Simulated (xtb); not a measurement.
O2Zr (SMILES [O]=[Zr]=[O]), singlet, from a rough starting geometry (GFN-xTB shapes and energies of metal compounds can be far from the true ones); GFN2-xTB (xtb).

Input for xtb:
```
$ xtb mol.xyz --gfn 2 --opt vtight --json

# file mol.xyz
3

Zr     0.01122022    -0.00747082    -0.04294345
O      1.41587332     0.27437981    -1.16812804
O     -1.30853011    -0.23419736     1.10817236
```

Q: Predict the main parts of the log of this xtb run.

A: 
```
   ID    Z sym.   atoms
    1   40 Zr     1
    2    8 O      2, 3

           -------------------------------------------------
          |                Calculation Setup                |
           -------------------------------------------------

           -------------------------------------------------
          |                 G F N 2 - x T B                 |
           -------------------------------------------------

          ...................................................
          :                      SETUP                      :
          :.................................................:
          :  # basis functions                  18          :
          :  # atomic orbitals                  17          :
          :  # shells                            7          :
          :  # electrons                        16          :
          :  max. iterations                   250          :
          :  Hamiltonian                  GFN2-xTB          :
          :  restarted?                      false          :
          :  GBSA solvation                  false          :
          :  PC potential                    false          :
          :  electronic temp.          300.0000000     K    :
          :  accuracy                    1.0000000          :
          :  -> integral cutoff          0.2500000E+02      :
          :  -> integral neglect         0.1000000E-07      :
          :  -> SCF convergence          0.1000000E-05 Eh   :
          :  -> wf. convergence          0.1000000E-03 e    :
          :  Broyden damping             0.4000000          :
          :  net charge                          0          :
          :  unpaired electrons                  0          :
          ...................................................

 iter      E             dE          RMSdq      gap      omega  full diag
   1     -9.4188570 -0.941886E+01  0.291E+01    0.14       0.0  T
   2     -9.4912198 -0.723628E-01  0.221E+01    2.17       1.0  T
   3     -8.6774072  0.813813E+00  0.171E+01    0.73       1.0  T
   4     -9.4824564 -0.805049E+00  0.628E+00    1.17       1.0  T
   5     -9.5623785 -0.799221E-01  0.577E+00    1.78       1.0  T
   6     -9.5947352 -0.323567E-01  0.340E+00    1.36       1.0  T
   7     -9.5695918  0.251434E-01  0.551E+00    1.58       1.0  T
   8     -9.6068592 -0.372674E-01  0.197E+00    1.18       1.0  T
   9     -9.6114683 -0.460915E-02  0.178E-01    0.96       1.0  T
  10     -9.6114330  0.353310E-04  0.198E-01    0.95       1.0  T
  11     -9.6115178 -0.848097E-04  0.186E-01    0.96       1.0  T
  12     -9.6115287 -0.109200E-04  0.539E-02    0.97       1.1  T
  13     -9.6115321 -0.335482E-05  0.474E-02    0.97       1.2  T
  14     -9.6115380 -0.591913E-05  0.166E-02    0.97       3.5  T
  15     -9.6115385 -0.500302E-06  0.519E-03    0.97      11.1  T
  16     -9.6115385 -0.286349E-07  0.465E-03    0.97      12.4  T
  17     -9.6115386 -0.520168E-07  0.858E-04    0.97      67.3  T
  18     -9.6115386 -0.176832E-08  0.176E-04    0.97     328.7  T

   *** convergence criteria satisfied after 18 iterations ***

         :::::::::::::::::::::::::::::::::::::::::::::::::::::
         ::                     SUMMARY                     ::
         :::::::::::::::::::::::::::::::::::::::::::::::::::::
         :: total energy              -9.568487453131 Eh    ::
         :: gradient norm              0.018564831412 Eh/a0 ::
         :: HOMO-LUMO gap              0.970518016552 eV    ::
         ::.................................................::
         :: SCC energy                -9.611538626564 Eh    ::
         :: -> isotropic ES            0.112544532942 Eh    ::
         :: -> anisotropic ES          0.027014391061 Eh    ::
         :: -> anisotropic XC         -0.008594079749 Eh    ::
         :: -> dispersion             -0.001293224147 Eh    ::
         :: repulsion energy           0.043051173433 Eh    ::
[...]
 * total energy  :    -9.5692989 Eh     change       -0.8114486E-03 Eh
 * total energy  :    -9.5855638 Eh     change       -0.1626494E-01 Eh
 * total energy  :    -9.6010158 Eh     change       -0.1545196E-01 Eh
 * total energy  :    -9.5804868 Eh     change        0.2052904E-01 Eh
 * total energy  :    -9.6052961 Eh     change       -0.2480932E-01 Eh
 * total energy  :    -9.6068364 Eh     change       -0.1540293E-02 Eh
 * total energy  :    -9.6083084 Eh     change       -0.1472021E-02 Eh
 * total energy  :    -9.6100721 Eh     change       -0.1763733E-02 Eh
 * total energy  :    -9.6105085 Eh     change       -0.4364205E-03 Eh
 * total energy  :    -9.6105118 Eh     change       -0.3233208E-05 Eh
 * total energy  :    -9.6105121 Eh     change       -0.3056645E-06 Eh
 * total energy  :    -9.6105121 Eh     change       -0.2055108E-08 Eh
   *** GEOMETRY OPTIMIZATION CONVERGED AFTER 13 ITERATIONS ***
         :: total energy              -9.610512082232 Eh    ::
[...]
         :: -> dispersion             -0.001325552016 Eh    ::
         :: repulsion energy           0.046752167384 Eh    ::
         :: add. restraining           0.000000000000 Eh    ::
         :: total charge              -0.000000000000 e     ::
         :::::::::::::::::::::::::::::::::::::::::::::::::::::

           -------------------------------------------------
          |                Property Printout                |
           -------------------------------------------------

    * Orbital Energies and Occupations

         #    Occupation            Energy/Eh            Energy/eV
      -------------------------------------------------------------
         1        2.0000           -0.7045398             -19.1715
         2        2.0000           -0.6524793             -17.7549
         3        2.0000           -0.4740096             -12.8985
         4        2.0000           -0.4421774             -12.0323
         5        2.0000           -0.4298016             -11.6955
         6        2.0000           -0.4218322             -11.4786
         7        2.0000           -0.4129715             -11.2375
         8        2.0000           -0.4039854             -10.9930 (HOMO)
         9                         -0.3278873              -8.9223 (LUMO)
        10                         -0.2922328              -7.9521
        11                         -0.2767482              -7.5307
        12                         -0.2716854              -7.3929
        13                         -0.1962372              -5.3399
        14                         -0.1226303              -3.3369
        15                         -0.0360745              -0.9816
        16                          0.2480285               6.7492
        17                          0.2638699               7.1803
      -------------------------------------------------------------
                  HL-Gap            0.0760980 Eh            2.0707 eV
             Fermi-level           -0.3659363 Eh           -9.9576 eV

     #   Z          covCN         q      C6AA      α(0)
     1  40 Zr       1.405     0.988   443.822    48.250
     2   8 O        0.702    -0.494    23.727     6.527
     3   8 O        0.702    -0.494    23.727     6.527

 Mol. C6AA /au·bohr⁶  :        907.165587
 Mol. C8AA /au·bohr⁸  :      96818.304855
 Mol. α(0) /au        :         61.302933

Wiberg/Mayer (AO) data.
largest (>0.10) Wiberg bond orders for each atom

 ---------------------------------------------------------------------------
     #   Z sym  total        # sym  WBO       # sym  WBO       # sym  WBO
 ---------------------------------------------------------------------------
     1  40 Zr   4.317 --     2 O    2.159     3 O    2.159
     2   8 O    2.309 --     1 Zr   2.159     3 O    0.151
     3   8 O    2.309 --     1 Zr   2.159     2 O    0.151
 ---------------------------------------------------------------------------

Topologies differ in total number of bonds
Writing topology from bond orders to xtbtopo.mol

molecular dipole:
                 x           y           z       tot (Debye)
 q only:       -0.963      -1.065      -1.378
   full:       -1.869      -2.067      -2.676       9.820
molecular quadrupole (traceless):
                xx          xy          yy          xz          yz          zz
 q only:       -2.998      -0.768       3.214       5.798       1.760      -0.217
  q+dip:       -4.003       0.915       2.937       8.337       4.519       1.066
   full:       -5.397      -1.114       5.579      10.495       3.472      -0.182

optimized geometry written to: xtbopt.xyz

           -------------------------------------------------
          | TOTAL ENERGY               -9.610512082232 Eh   |
          | GRADIENT NORM               0.000026669293 Eh/α |
          | HOMO-LUMO GAP               2.070733035133 eV   |
           -------------------------------------------------

normal termination of xtb
```
